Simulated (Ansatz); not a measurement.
Molecule: sum formula Si2H2F3, net charge 0, doublet state. It need not be the lowest isomer of its formula. SMILES: [Si]([SiH2]F)(F)F
Structure (B3LYP-D3(BJ)/def2-TZVP (Ansatz, an electronic-structure program) minimum search):
```xyz
7

F     -2.1421     0.8886    -0.6285
Si    -1.3849    -0.2534     0.2115
Si     0.9378    -0.0862    -0.3517
F      1.6664    -1.3699     0.2880
F      1.5649     1.1872     0.4003
H     -1.8907    -1.5723    -0.2244
H     -1.6536    -0.0265     1.6496
```
Charge 0, spin multiplicity 2.

Wanted: atomisation energy (electronic, to ground-state atoms), in eV. Valence correlation only, unless marked. Open shells are spin-unrestricted. No spin-orbit coupling. No relativistic terms. The coupled-cluster limit lacks core correlation, which all-electron functionals hold. Basis-set limits of correlation are two-point, X^-3; Hartree-Fock from the larger set.

```json
[
 {"level": "HF/STO-3G", "program": "Ansatz", "atomisation energy (eV)": "18.29"},
 {"level": "HF/cc-pV(Q+d)Z", "program": "Ansatz", "atomisation energy (eV)": "19.87"},
 {"level": "PBE/def2-TZVPD", "program": "Ansatz", "atomisation energy (eV)": "26.52"},
 {"level": "revPBE-D3(BJ)/def2-TZVPD", "program": "Ansatz + dftd3", "atomisation energy (eV)": "25.81"},
 {"level": "r2SCAN/def2-TZVPD", "program": "Ansatz", "atomisation energy (eV)": "26.51"},
 {"level": "r2SCAN-D3(BJ)/def2-TZVPD", "program": "Ansatz + dftd3", "atomisation energy (eV)": "26.55"},
 {"level": "PBE0/STO-3G", "program": "Ansatz", "atomisation energy (eV)": "26.91"}
]
```

Q: What does CCSD(T)/CBS(cc-pV(T+d)Z,cc-pV(Q+d)Z) (Ansatz) give?

A: 26.60 eV
